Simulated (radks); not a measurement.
Q: The table gives one normalised radial function P(r) = r R(r) of Ge13+ in [Ne] 3s2 3p5 3d1 4p1 (r in bohr). Calculated with a radial shooting solver on a logarithmic mesh with Libxc functionals: scalar-relativistic Kohn-Sham, PBE, spin-polarised, spherical densities, point nucleus; open shells are filled with parallel spins first.

r	P
0.002911	0.0023
0.003731	0.0036
0.004781	0.0058
0.006127	0.0091
0.007788	0.0141
0.009981	0.0220
0.01279	0.0341
0.01639	0.0522
0.021	0.0789
0.0267	0.1153
0.03421	0.1663
0.04384	0.2317
0.05618	0.3082
0.072	0.3849
0.09226	0.4399
0.1173	0.4400
0.1503	0.3460
0.1926	0.1297
0.2468	-0.1895
0.3163	-0.5134
0.4053	-0.6688
0.5152	-0.4946
0.6603	0.0411
0.8461	0.6978
1.084	1.0796
1.389	0.9629
1.78	0.5382
2.263	0.1884
2.9	0.0346
3.717	0.0030

Which n and l does it have? It may be an empty orbital.

A: n = 4, l = 1: the number of nodes gives n - l - 1 = 2, the rise at small r (about r^(l+1)) gives l, and the extent must fit the shell. The curve is that of 4p up; the table hardly tells the two spins apart. 4p up: eigenvalue -223.89 eV, 2 radial nodes at r = 0.215, 0.650 bohr, <r> = 1.19 bohr, 90 % of the charge inside 1.69 bohr.
